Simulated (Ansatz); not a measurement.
Input for Ansatz (a quantum-chemistry and plane-wave program): U-CCSD(T)/aug-cc-pVTZ on BH2 (SMILES [BH2]), 2S+1 = 2, atoms moved off the minimum.

Ansatz 0.2 input:
```yaml
crystal:
  periodic: [false, false, false]
  atoms:
    - {symbol: B, position_ang: [-0.10571877, 0.27199193, 0.00875927]}
    - {symbol: H, position_ang: [-1.03273426, -0.39371255, -0.13510275]}
    - {symbol: H, position_ang: [0.95989559, -0.35766852, -0.02269782]}
basis:
  gaussian:
    orbitals: aug-cc-pVTZ
magnetization: {spin_polarized: true, initial_magnetization: 1}
correlation: {method: ccsd_t, electrons: outside_noble_gas}
scf: {omitted_lower_state_checks: [cluster_reference]}
output: {forces: true}
```

Predict the final total energy.

-25.8590 hartree (reference determinant -25.7553, T1 diagnostic 0.011).

How many basis functions does it have, and what does it roughly cost on one machine?

92 functions; about 16 core-seconds (a rough figure).
